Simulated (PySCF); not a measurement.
**ECD: `C=C[C@H]1O[SiH2]O[C@@H]1C`, C₅H₁₀O₂Si**

Geometry (Å), atoms numbered from 1 in this order:
```xyz
18

C     2.6233    0.3221   -0.3685
C     1.7524   -0.3521    0.3564
C     0.3585    0.1048    0.6732
O     0.1145    1.4256    0.2827
Si   -0.7347    1.5026   -1.1149
O    -1.0531   -0.0988   -1.2286
C    -0.6797   -0.7907   -0.0702
C    -1.8997   -1.0757    0.7962
H     3.6044   -0.0659   -0.5821
H     2.3873    1.2958   -0.7627
H     1.9908   -1.3260    0.7645
H     0.1951    0.0409    1.7569
H     0.0653    1.8753   -2.2694
H    -1.9206    2.3053   -0.8614
H    -0.2150   -1.7323   -0.3862
H    -2.6556   -1.5857    0.2040
H    -1.6263   -1.7015    1.6420
H    -2.3157   -0.1375    1.1565
```

Method: PySCF 2.14.0, TDDFT wB97X-D/def2-SVPD circular dichroism and optical rotation, one conformer, gas phase. Geometry: GFN2-xTB.

The molecule is flexible and this is one conformer; a measurement averages over conformers.

**Question.** Assign R or S to each stereocentre.

**Answer.** C3 R, C7 R.

**Question.** List the lowest 8 singlet excitations with oscillator and rotatory strengths.

**Answer.** Rotatory strengths R in 10⁻⁴⁰ esu² cm², velocity form and length form (origin at the centre of mass); f in length form.
```
state  E (eV)  λ (nm)      f  R (velocity)  R (length)                                    main
    1    7.28     170  0.004         +27.2       +26.7    HOMO−2→LUMO+1 0.24, HOMO−2→LUMO 0.24
    2    7.48     166  0.074         -28.7       -28.9    HOMO−2→LUMO 0.26, HOMO−2→LUMO+1 0.18
    3    7.50     165  0.225         +92.7       +97.7        HOMO→LUMO 0.32, HOMO→LUMO+1 0.27
    4    7.57     164  0.088         -24.4       -26.6        HOMO→LUMO+2 0.51, HOMO→LUMO 0.15
    5    7.72     161  0.006          -0.7        -1.5  HOMO−2→LUMO+1 0.29, HOMO−1→LUMO+1 0.28
    6    7.97     155  0.004         -11.9       -13.3        HOMO→LUMO+1 0.36, HOMO→LUMO 0.17
    7    8.02     155  0.039         +10.6        +8.7  HOMO−1→LUMO+2 0.41, HOMO−2→LUMO+2 0.11
    8    8.17     152  0.030         -18.9       -19.2  HOMO−2→LUMO+2 0.43, HOMO−1→LUMO+2 0.28
```

Among the states computed, the strongest CD band (largest |R|) is state 3. The largest dissymmetry factor in size, g = 4R/(D+G), with D and G the electric and magnetic dipole strengths, is +0.066 for state 1 (velocity form, f = 0.005), among bands with |R| over 0.5. The mirror image has the same energies and oscillator strengths and all R with the opposite sign.
